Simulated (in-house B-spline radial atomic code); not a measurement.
Settings and results of a run for Sc (an excited or competing configuration). Level of theory: scalar-relativistic (X2C) HSE06, spin-polarised, spherical fractional occupations, exact exchange averaged over the configuration, Fermi nucleus of rms radius 3.5459 fm; calculated with an all-electron radial atomic-structure program (B-spline basis).

Command:
```bash
python run_scf.py task.json out
```
Settings (nuclear radius in fm, mass in u):
```
Z                21
configuration    [Ar] 3d2 4s1
hamiltonian      x2c
method           hse06
spin_polarised   True
nucleus          fermi
rms_radius       3.5459
atomic_mass      44.95591
speed_of_light   137.035999084
exact_exchange   averaged over the configuration
```

Output (hartree, bohr):
```
 radial grid: 79 intervals, B-splines of order 8, outer radius 50 bohr

 iter        energy (Eh)    residual
    1        -761.141307    2.88e-01
    2        -762.096836    2.12e-01
    3        -763.916089    3.15e-02
    4        -763.991261    1.24e-02
    5        -763.994582    4.31e-03
    6        -763.994819    2.13e-03
    7        -763.995025    1.09e-03
    8        -763.995110    7.78e-05
    9        -763.995110    5.44e-06
   10        -763.995110    3.80e-07
   11        -763.995110    2.65e-08

 total energy                      -763.99511
 kinetic                             770.5795
 electron-nucleus                  -1818.1491
 Hartree                             322.7024
 exact exchange                       -9.2250
 exchange-correlation                -29.9029

 orbital      occ     eigenvalue          <r>       <r^2>       <1/r>     <1/r^3>     <1/r^2>       r_max
 1s up      1.000      -162.6949    0.0727656  0.00713487     20.9639           -     921.642     0.04752
 1s down    1.000      -162.6945     0.072766  0.00713495     20.9638           -     921.631     0.04752
 2s up      1.000       -17.7394     0.342628    0.138968     4.33148           -     81.9858      0.2832
 2s down    1.000       -17.7259     0.342474    0.138825     4.33332           -     82.0501      0.2831
 2p up      3.000       -14.4712     0.307333    0.116649     4.20277      224.64      24.476      0.2324
 2p down    3.000       -14.4601     0.307099    0.116439     4.20505     224.895     24.4983      0.2323
 3s up      1.000        -2.0569      1.08291     1.35453     1.29483           -     10.9746      0.9293
 3s down    1.000        -2.0005      1.08077     1.34861      1.2971           -     11.0084      0.9284
 3p up      3.000        -1.2228      1.18777     1.66857     1.15258     23.7384     2.98292      0.9752
 3p down    3.000        -1.1612       1.1816     1.64879     1.15748      23.927       3.004      0.9727
 3d up      2.000        -0.0853      2.24083     7.13971    0.664806     1.04801    0.672116       1.173
 4s up      1.000        -0.1487       3.8943     17.4773    0.330279           -    0.775267       3.231
```

Cost of the run: 1.1 s on 1 thread of Arm Neoverse N1, on a shared host.
